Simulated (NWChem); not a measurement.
System: GeH4O4; SMILES [OH][Ge]([OH])([OH])[OH]

Here is an NWChem input.

```
start job
memory heap 200 mb stack 900 mb global 1100 mb
geometry units angstroms
  O      0.455349     1.389846    -0.907972
  Ge     0.000004     0.000016    -0.000042
  O     -1.146238     0.319806     1.243901
  O     -0.731779    -1.107832    -1.095721
  O      1.422656    -0.601790     0.759798
  H     -0.167405     1.672777    -1.574634
  H     -0.794884     0.708472     2.042524
  H     -1.254692    -1.801346    -0.698347
  H      2.217318    -0.580736     0.230293
end
basis spherical
  * library def2-svp
end
dft
  xc pbe0
  iterations 150
end
driver
  maxiter 120
end
task dft optimize
task dft freq
```

Parts of the log:

```
             Northwest Computational Chemistry Package (NWChem) 7.3.0
             --------------------------------------------------------

 S4  symmetry detected

                             Geometry "geometry" -> ""
                             -------------------------

 Output coordinates in angstroms (scale by  1.889725989 to convert to a.u.)

  No.       Tag          Charge          X              Y              Z
 ---- ---------------- ---------- -------------- -------------- --------------
    1 O                    8.0000     1.10092550     0.93440808     0.93715317
    2 Ge                  32.0000     0.00000000     0.00000000     0.00000000
    3 O                    8.0000    -1.10092550    -0.93440808     0.93715317
    4 O                    8.0000    -0.93440808     1.10092550    -0.93715317
    5 O                    8.0000     0.93440808    -1.10092550    -0.93715317
    6 H                    1.0000     0.75068270     1.74307071     1.30553177
    7 H                    1.0000    -0.75068270    -1.74307071     1.30553177
    8 H                    1.0000    -1.74307071     0.75068270    -1.30553177
    9 H                    1.0000     1.74307071    -0.75068270    -1.30553177

 Effective nuclear repulsion energy (a.u.)     450.8052243508

      Symmetry information
      --------------------

 Group name              S4
 Group number             37
 Group order               4
 No. of unique centers     3

                                Z-matrix (autoz)
                                --------

 Units are Angstrom for bonds and degrees for angles

      Type          Name      I     J     K     L     M      Value
      ----------- --------  ----- ----- ----- ----- ----- ----------
    1 Stretch                  1     2                       1.72146
    2 Stretch                  1     6                       0.95515
    3 Stretch                  2     3                       1.72146
    4 Stretch                  2     4                       1.72146
    5 Stretch                  2     5                       1.72146
    6 Stretch                  3     7                       0.95515
    7 Stretch                  4     8                       0.95515
    8 Stretch                  5     9                       0.95515
    9 Bend                     1     2     3               114.03326
   10 Bend                     1     2     4               107.23950
   11 Bend                     1     2     5               107.23950
   12 Bend                     2     1     6               115.78568
   13 Bend                     2     3     7               115.78568
   14 Bend                     2     4     8               115.78568
   15 Bend                     2     5     9               115.78568
   16 Bend                     3     2     4               107.23950
   17 Bend                     3     2     5               107.23950
   18 Bend                     4     2     5               114.03326
   19 Torsion                  1     2     3     7         -78.63327
   20 Torsion                  1     2     4     8        -162.80306
   21 Torsion                  1     2     5     9         -39.93041
   22 Torsion                  3     2     1     6         -78.63327
   23 Torsion                  3     2     4     8         -39.93041
   24 Torsion                  3     2     5     9        -162.80306
   25 Torsion                  4     2     1     6          39.93041
   26 Torsion                  4     2     3     7         162.80306
   27 Torsion                  4     2     5     9          78.63327
   28 Torsion                  5     2     1     6         162.80306
   29 Torsion                  5     2     3     7          39.93041
   30 Torsion                  5     2     4     8          78.63327

                           NWChem Geometry Optimization
                           ----------------------------

 maximum gradient threshold         (gmax) =   0.000450
 rms gradient threshold             (grms) =   0.000300
 maximum cartesian step threshold   (xmax) =   0.001800
 rms cartesian step threshold       (xrms) =   0.001200
 fixed trust radius                (trust) =   0.300000
 source of zmatrix                         =   autoz

          -------------------
          Energy Minimization
          -------------------

 Using diagonal initial Hessian
 Scaling for Hessian diagonals: bonds = 1.00  angles = 0.25  torsions = 0.10

          --------
          Step   0

                                 NWChem DFT Module
                                 -----------------

 Summary of "ao basis" -> "ao basis" (spherical)
 ------------------------------------------------------------------------------
       Tag                 Description            Shells   Functions and Types
 ---------------- ------------------------------  ------  ---------------------
 O                          def2-svp                 6       14   3s2p1d
 Ge                         def2-svp                12       32   5s4p3d
 H                          def2-svp                 3        5   2s1p

      Symmetry analysis of basis
      --------------------------

        a          27
        b          29
        e+         26
        e-         26

            General Information
            -------------------
          SCF calculation type: DFT
          Wavefunction type:  closed shell.
          No. of atoms     :     9
          No. of electrons :    68
           Alpha electrons :    34
            Beta electrons :    34
          Charge           :     0
          Spin multiplicity:     1
          Use of symmetry is: on ; symmetry adaption is: on
          Maximum number of iterations: 150
          AO basis - number of functions:   108
                     number of shells:    48
          Convergence on energy requested:  1.00D-06
          Convergence on density requested:  1.00D-05
          Convergence on gradient requested:  5.00D-04

[...]

      ----------------------
      Optimization converged
      ----------------------

  Step       Energy      Delta E   Gmax     Grms     Xrms     Xmax
  ---- ---------------- -------- -------- -------- -------- --------
@   11   -2379.33336618 -4.4D-08  0.00000  0.00000  0.00036  0.00081
                                     ok       ok       ok       ok

                                Z-matrix (autoz)
                                --------

 Units are Angstrom for bonds and degrees for angles

[...]

 Rotational Constants
 --------------------
 A=   0.120904 cm-1  (  0.173950 K)
 B=   0.120904 cm-1  (  0.173950 K)
 C=   0.106545 cm-1  (  0.153291 K)

 Temperature                      =   298.15K
 frequency scaling parameter      =   1.0000

 Zero-Point correction to Energy  =   34.865 kcal/mol  (  0.055561 au)
 Thermal correction to Energy     =   39.855 kcal/mol  (  0.063514 au)
 Thermal correction to Enthalpy   =   40.448 kcal/mol  (  0.064457 au)

 Total Entropy                    =   84.027 cal/mol-K
   - Translational                =   40.744 cal/mol-K (mol. weight = 141.9328)
   - Rotational                   =   25.052 cal/mol-K (symmetry #  =        2)
   - Vibrational                  =   18.231 cal/mol-K

 Cv (constant volume heat capacity) =   26.799 cal/mol-K
   - Translational                  =    2.979 cal/mol-K
   - Rotational                     =    2.979 cal/mol-K
   - Vibrational                    =   20.840 cal/mol-K

[normal modes left out]

 ----------------------------------------------------------------------------
 Normal Eigenvalue ||           Projected Infra Red Intensities
  Mode   [cm**-1]  || [atomic units] [(debye/angs)**2] [(KM/mol)] [arbitrary]
 ------ ---------- || -------------- ----------------- ---------- -----------
    1       -0.000 ||    0.000000           0.000         0.000       0.000
    2       -0.000 ||    0.000000           0.000         0.000       0.000
    3       -0.000 ||    0.000000           0.000         0.000       0.000
    4       -0.000 ||    0.000000           0.000         0.000       0.000
    5        0.000 ||    0.000000           0.000         0.000       0.000
    6        0.000 ||    0.000000           0.000         0.000       0.000
    7      153.103 ||    0.131552           3.035       128.243      19.705
    8      171.414 ||    0.000000           0.000         0.000       0.000
    9      222.957 ||    0.001441           0.033         1.405       0.216
   10      222.959 ||    0.001441           0.033         1.405       0.216
   11      226.826 ||    0.000000           0.000         0.000       0.000
   12      267.164 ||    0.011264           0.260        10.981       1.687
   13      283.447 ||    0.091162           2.103        88.870      13.655
   14      283.448 ||    0.091162           2.103        88.870      13.655
   15      340.614 ||    0.241977           5.583       235.892      36.246
   16      707.919 ||    0.000000           0.000         0.000       0.000
   17      752.161 ||    0.133322           3.076       129.969      19.971
   18      767.151 ||    0.131285           3.029       127.983      19.665
   19      767.151 ||    0.131284           3.029       127.982      19.665
   20      883.280 ||    0.000000           0.000         0.000       0.000
   21      905.384 ||    0.094128           2.172        91.760      14.100
   22      919.571 ||    0.174010           4.015       169.634      26.065
   23      919.571 ||    0.174011           4.015       169.634      26.065
   24     3900.417 ||    0.170193           3.926       165.912      25.493
   25     3900.417 ||    0.170193           3.926       165.912      25.493
   26     3901.213 ||    0.054074           1.248        52.714       8.100
   27     3903.961 ||    0.000000           0.000         0.000       0.000
 ----------------------------------------------------------------------------
```

Level: PBE0/def2-SVP.
